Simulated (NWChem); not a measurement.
All runs are NWChem calculations. System: F2Si, charge 0, spin multiplicity 1, at a geometry optimised with PBE0/def2-SVP. The structure started from a generated list of species. Level: CCSD(T)/def2-TZVP, 7 core orbitals frozen.

NWChem printed:

```
             Northwest Computational Chemistry Package (NWChem) 7.3.0
             --------------------------------------------------------

                                NWChem Input Module
                                -------------------

 Scaling coordinates for geometry "geometry" by  1.889725989
 (inverse scale =  0.529177249)

 Turning off AUTOSYM since
 SYMMETRY directive was detected!

                             Geometry "geometry" -> ""
                             -------------------------

 Output coordinates in angstroms (scale by  1.889725989 to convert to a.u.)

  No.       Tag          Charge          X              Y              Z
 ---- ---------------- ---------- -------------- -------------- --------------
    1 Si                  14.0000     0.00000000     0.00000000    -0.58808300
    2 F                    9.0000    -1.24649100     0.00000000     0.45739800
    3 F                    9.0000     1.24649100     0.00000000     0.45739800

 Effective nuclear repulsion energy (a.u.)      99.1614648170

            Nuclear Dipole moment (a.u.)
            ----------------------------
        X                 Y               Z
 ---------------- ---------------- ----------------
     0.0000000000     0.0000000000     0.0000037795

      Symmetry information
      --------------------

 Group name             C2v
 Group number             16
 Group order               4
 No. of unique centers     2

      Symmetry unique atoms

     1    2


 Summary of "ao basis" -> "" (spherical)
 ------------------------------------------------------------------------------
       Tag                 Description            Shells   Functions and Types
 ---------------- ------------------------------  ------  ---------------------
 *                         def2-tzvp                  on all atoms

 Summary of "ao basis" -> "ao basis" (spherical)
 ------------------------------------------------------------------------------
       Tag                 Description            Shells   Functions and Types
 ---------------- ------------------------------  ------  ---------------------
 Si                        def2-tzvp                13       37   5s5p2d1f
 F                         def2-tzvp                11       31   5s3p2d1f

                                 NWChem SCF Module
                                 -----------------

  ao basis        = "ao basis"
  functions       =    99
  atoms           =     3
[...]
                   NWChem Extensible Many-Electron Theory Module
                   ---------------------------------------------


            General Information
            -------------------
      Number of processors :     1
         Wavefunction type : Restricted Hartree-Fock
          No. of electrons :    32
           Alpha electrons :    16
            Beta electrons :    16
           No. of orbitals :   198
            Alpha orbitals :    99
             Beta orbitals :    99
        Alpha frozen cores :     7
         Beta frozen cores :     7
     Alpha frozen virtuals :     0
      Beta frozen virtuals :     0
         Spin multiplicity : singlet
    Number of AO functions :    99
       Number of AO shells :    35
        Use of symmetry is : on
      Symmetry adaption is : on
         Schwarz screening : 0.10D-09

          Correlation Information
          -----------------------
          Calculation type : Coupled-cluster singles & doubles w/ perturbation
   Perturbative correction : (T)
            Max iterations :      100
        Residual threshold : 0.10D-05
     T(0) DIIS level shift : 0.00D+00
     L(0) DIIS level shift : 0.00D+00
     T(1) DIIS level shift : 0.00D+00
     L(1) DIIS level shift : 0.00D+00
     T(R) DIIS level shift : 0.00D+00
     T(I) DIIS level shift : 0.00D+00
   CC-T/L Amplitude update :  5-th order DIIS
                I/O scheme : Global Array Library
        L-threshold :  0.10D-05
        EOM-threshold :  0.10D-05
 no EOMCCSD initial starts read in
 TCE RESTART OPTIONS
 SLICE:      F
 D4D5:       F
 quantumc:   F
 qrotation:  F
 pwtce:      F
 qducc:      F
 nacto:                         0
 nrotv:                         0
 nrot:                          0

            Memory Information
            ------------------
          Available GA space size is     249026999 doubles
          Available MA space size is     104850220 doubles

 Maximum block size supplied by input
 Maximum block size        24 doubles

 tile_dim =     17

 -------------------------------------------------

 Global array virtual files algorithm will be used

 Parallel file system coherency ......... OK

 4-electron integrals stored in orbital form

 v2    file size   =          3565951
 4-index algorithm nr.  13 is used
 imaxsize =       30
 imaxsize ichop =        0


CCSD iterations
 ---------------------------------------------------------
 Iter          Residuum       Correlation     Cpu    Wall
 ---------------------------------------------------------
    1   0.2030597082760  -0.5971905139224     0.5     0.5
    2   0.0463890602144  -0.5935990218370     0.5     0.5
    3   0.0159866332127  -0.6038706924906     0.5     0.5
    4   0.0076367447045  -0.6044237053661     0.5     0.5
    5   0.0033479625543  -0.6054672575519     0.5     0.5
    6   0.0013577451204  -0.6057827240618     0.5     0.5
    7   0.0006368893223  -0.6058518534269     0.5     0.5
    8   0.0003415979469  -0.6058578336538     0.5     0.5
    9   0.0001943645295  -0.6058650620737     0.5     0.5
   10   0.0001106413146  -0.6058721547865     0.5     0.5
   11   0.0000196791568  -0.6058797803745     0.5     0.5
   12   0.0000086992232  -0.6058792654896     0.5     0.5
   13   0.0000044742050  -0.6058798356800     0.5     0.5
   14   0.0000024062645  -0.6058797127558     0.5     0.5
   15   0.0000013896898  -0.6058797806242     0.5     0.5
   16   0.0000003503599  -0.6058797583265     0.5     0.5
 -----------------------------------------------------------------
 Iterations converged
 CCSD correlation energy / hartree =        -0.605879758326467
 CCSD total energy / hartree       =      -488.614387630655926

 Singles contributions

 Doubles contributions
    17b2  (alpha)    17b2  (beta ) ---    16a1  (alpha)    16a1  (beta )       -0.1093721454
 CCSD(T)
 Using plain CCSD(T) code
             total no. of tasks         1540
 total no. of tasks / no. procs         1540
                         wl_min         1728           3.5
                         wl_max       277440           8.1
        thresh for no. of tasks         1540

 CCSD[T]  correction energy / hartree =        -0.020375888278851
 CCSD[T] correlation energy / hartree =        -0.626255646605318
 CCSD[T] total energy / hartree       =      -488.634763518934790
 CCSD(T)  correction energy / hartree =        -0.018832460104178
 CCSD(T) correlation energy / hartree =        -0.624712218430645
 CCSD(T) total energy / hartree       =      -488.633220090760119

 Task  times  cpu:       26.3s     wall:       26.3s

 Total times  cpu:       26.3s     wall:       26.3s
```

Problem. Write an NWChem input that would produce this output.

Solution. This is not unique; one that fits is 
```
start mol
memory heap 100 mb stack 700 mb global 1900 mb
geometry units angstroms nocenter noautoz
  Si     0.000000     0.000000    -0.588083
  F     -1.246491     0.000000     0.457398
  F      1.246491     0.000000     0.457398
  symmetry group C2v
end
basis spherical
  * library def2-tzvp
end
scf
  rhf
  nopen 0
  maxiter 100
  thresh 1e-7
  semidirect memsize 60000000 filesize 0
end
tce
  freeze core 7
  ccsd(t)
  2eorb
  2emet 13
  thresh 1e-6
  maxiter 100
  tilesize 24
end
task tce energy
```
